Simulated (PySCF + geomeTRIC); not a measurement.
Species: C$_{2}$H$_{6}$B, SMILES `C[B]C` (charge 0, multiplicity 2).

Task: Give a relaxed geometry from ωB97X-D3(BJ)/def2-TZVP (PySCF + geomeTRIC).

Result: the end point of this relaxation (outside a Z-matrix the atoms follow the SMILES, hydrogens last).
Bond lengths (Å): C1–B2 1.554, C1–H4 1.098, C1–H5 1.101, C1–H6 1.091, B2–C3 1.554, C3–H7 1.098, C3–H8 1.091, C3–H9 1.101. Bond angles (°): B2–C1–H4 112.7, B2–C1–H5 105.5, B2–C1–H6 115.2, H4–C1–H5 106.6, H4–C1–H6 109.5, H5–C1–H6 106.8, C1–B2–C3 128.1, B2–C3–H7 112.8, B2–C3–H8 115.2, B2–C3–H9 105.4, H7–C3–H8 109.5, H7–C3–H9 106.6, H8–C3–H9 106.7.
